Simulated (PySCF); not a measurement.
**Ionisation energy of Ti by level of theory**

Ti [Ar] 3d2 4s2 (3F) → Ti⁺ [Ar] 3d2 4s1 (4F), as a difference of total energies. Calculation: PySCF 2.14, in cc-pVDZ-DK; scalar relativity by spin-free X2C-1e. Correlated levels: valence: [Ar] frozen. The calculations carry no spin-orbit coupling.

| method | ionisation energy (eV) |
| --- | --- |
| UHF | 5.564 |
| M06-2X | 7.183 |
| LDA | 6.913 |
| MP2 (valence) | 6.296 |
| SCS-MP2 (valence) | 6.445 |

Task: How much does correlation contribute at MP2 (valence)?

Result: 6.296 − (5.564) = 0.732 eV, measured against UHF.

Errors of the correlated levels include the incompleteness of this basis and the frozen core.

MP2 underrates the near-degeneracy of ns² with np² in the lower species.

For comparison: 6.828 eV (measured; NIST levels, between the centres of gravity of the two terms).
